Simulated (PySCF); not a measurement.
Sn(Cl)(NMe2) (C2H6ClNSn), SMILES C[N](C)[Sn][Cl] (connectivity only; charge and spin as stated), neutral, multiplicity 1.

Geometry optimised at PBE0-D3(BJ)/def2-SVP. The structure was generated by enumeration; whether it is a known compound was not checked. The def2 effective core potentials stand for the cores of Sn; spin–orbit coupling is left out. One conformer was computed; it need not be the lowest.

Two levels are set side by side: PBE/def2-TZVP (PySCF) and CAM-B3LYP/def2-TZVP (PySCF). Same geometry, gas phase. Differences are taken from unrounded values.

```tsv
quantity	CAM-B3LYP	PBE	PBE minus CAM-B3LYP
orbital gap (eV)	6.60	2.70	-3.90
highest occupied level (eV)	-7.87	-5.45	2.42
lowest empty level (eV)	-1.27	-2.76	-1.48
dipole moment (D)	3.28	3.20	-0.09
mean polarisability (bohr³)	88.0	93.7	5.7
```

PBE's occupied levels lie high since its potential decays too fast outside the molecule; exact exchange lowers them and widens the gap. PBE's more diffuse valence density responds more strongly to a field. Differences between two approximate levels are no errors against the true value.

Rough cost on one machine, each run with all the roots and properties that it gave: CAM-B3LYP against PBE within a factor of 2.
